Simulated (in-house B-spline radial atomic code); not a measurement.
# Er³⁺: [Kr] (4d3/2)3 (4d5/2)6 (4f5/2)5 (4f7/2)6 5s2 5p6 (7p1/2)1 (an excited or competing configuration)

Level of theory: Dirac-Hartree-Fock, average of the jj configuration, Fermi nucleus of rms radius 5.2516 fm; calculated with a B-spline radial code for spherical atoms.

Effective charges: Z_r = [3n² - l(l+1)]/(2<r>) from the radius, Z_e = n√(-2ε) from the energy, and Slater's rules. Values are occupation-weighted means over j. An effective charge above Z reflects the relativistic contraction of the inner shells.

```
shell  electrons   ε (eV)  <r> (bohr)    Z_r    Z_e  Slater
   1s          2   -57889     0.02037  73.65  65.23   67.70
   2s          2  -9898.4     0.08582  69.91  53.95   63.85
   2p          6  -8795.6     0.07637  65.47  50.85   63.85
   3s          2  -2315.5      0.2242  60.22  39.14   56.75
   3p          6  -1969.8      0.2232  56.00  36.10   56.75
   3d         10  -1516.8      0.2037  51.55  31.68   46.85
   4s          2   -525.3      0.5069  47.35  24.85   40.25
   4p          6  -407.37      0.5357  42.93  21.89   40.25
   4d          9  -243.32      0.5804  36.18  16.92   29.20
   5s          2  -106.72       1.219  30.76  14.00   13.75
   5p          6  -73.916       1.388  26.30  11.65   13.75
   4f         11  -64.674       0.709  25.39   8.72   19.50
   7p          1  -13.002       6.155  11.78   6.84    4.00
```

The least bound orbital is 7p1/2 at -13 eV, and it is also the most diffuse (<r> = 6.155 bohr). The part-filled 4d shell lies below the filled 5p shell in orbital energy.

For the 1s electron the small component carries 6.48 % of the norm, the zero-frequency Breit interaction raises the level by 184 eV, self-energy by 112 eV, and vacuum polarisation lowers it by 19.37 eV.
